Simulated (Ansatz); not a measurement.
`C[N]([GeH3])[SiH2]F` + `B[SiH2][SiH2]O` → `O[SiH2][SiH2][SiH2]F` + `B[N](C)[GeH3]`  (redistribution)

Gas-phase electronic energies from Ansatz, PBE0-D4/def2-TZVP geometries. CBS: MP2 limit from def2 TZ/QZ plus the TZ coupled-cluster correction, frozen cores. Functionals use def2-TZVPP. B3LYP here is the variant with VWN-RPA as its local correlation; programs differ in this. For Ge outer-core shells are correlated without core-valence functions, which leaves a few kJ/mol of doubt a bond. Scalar relativity is left out up to krypton. One conformer a species, not always the lowest.

Question: Is it downhill or uphill in electronic energy at CCSD(T)/CBS, and by how much? (Best estimate.)

Answer: Ansatz gave: Downhill: ΔE = -20.9 kcal/mol.

Question: What do these levels give: B3LYP-D4, PBE, B3LYP, MP2/def2-TZVPP, CCSD(T)/def2-TZVPP, SCS-MP2/def2-QZVPP? (An estimate is asked.)

Answer: Ansatz gave: B3LYP-D4 -22.1, PBE -23.7, B3LYP -22.3, MP2/def2-TZVPP -21.0, CCSD(T)/def2-TZVPP -21.2, SCS-MP2/def2-QZVPP -20.4 kcal/mol.

Largest T1 diagnostic among the species: 0.014.

In def2-TZVPP, CCSD(T) changes the Hartree–Fock value by −2.5 kcal/mol (the triples alone add −0.5 kcal/mol) and MP2 by −2.4 kcal/mol. From PBE to PBE0 (25 % exact exchange), in def2-TZVPP and without D4, ΔE moves by +0.9 kcal/mol.
